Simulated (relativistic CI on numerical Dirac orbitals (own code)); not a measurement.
**Mo XXXIII: sensitivity of the levels to the model**

Base calculation: Dirac-Coulomb-Breit CI, separate exchange-only KLI orbitals for each configuration, QED by a radiative potential, unscaled Slater integrals.

Configurations in the expansion (outside the closed core 1s2): 2s2 2p6, 2s2 2p5 3s, 2s2 2p5 3p, 2s2 2p5 3d, 2s 2p6 3s, 2s 2p6 3p, 2s 2p6 3d, 2s2 2p5 4s, 2s2 2p5 4p, 2s2 2p5 4d, 2s2 2p5 4f, 2s 2p6 4s, 2s 2p6 4p, 2s 2p6 4d, 2s2 2p4 3s2, 2s 2p6 4f. Levels of other configurations are missing.

Variants: (1) P86 correlation estimate; (2) QED terms removed. Shifts of the energy above 2s2 2p6 1S_0, in eV, for the lowest level and the first level of each name with at least 55 % of one term (blank where a level changes its place among those of its configuration and J or its character, or is not in the variant):

```
           Level     Base   Δ(1)   Δ(2)
    2s2 2p6 1S_0     0.00   0.00   0.00
2s2 2p5 3s 3P°_2  2375.91  +1.60  -0.50
2s2 2p5 3s 1P°_1  2379.93  +1.60  -0.50
 2s2 2p5 3p 3D_3  2468.67  +1.75  +0.07
 2s2 2p5 3p 1P_1  2468.87  +1.75  +0.07
 2s2 2p5 3p 3P_2  2474.60  +1.75  +0.07
2s2 2p5 3s 3P°_0  2485.32  +1.60  -0.72
2s2 2p5 3s 3P°_1  2487.22  +1.60  -0.72
 2s2 2p5 3p 3P_0  2497.37  +1.75  +0.06
2s2 2p5 3d 3P°_0  2546.53  +1.40  +0.13
2s2 2p5 3d 3P°_1  2549.92  +1.40  +0.13
 2s2 2p5 3p 3D_1  2550.94  +1.75  -0.09
2s2 2p5 3d 3F°_3  2553.96  +1.40  +0.13
2s2 2p5 3d 3D°_2  2555.92  +1.40  +0.12
```

At this charge energies of transitions that change n are usually good to better than 1 %, and those within a shell (Δn = 0) to a few per cent.

Ionisation energy from the two ground configurations alone: base 4253.23 eV; P86 correlation estimate 4255.16 eV. The NIST ASD value (semi-empirical) is 4259 eV.

LS names give the leading component of a level, which can be under half, so a name can repeat, a term be missing and a line seem to break the LS rules.
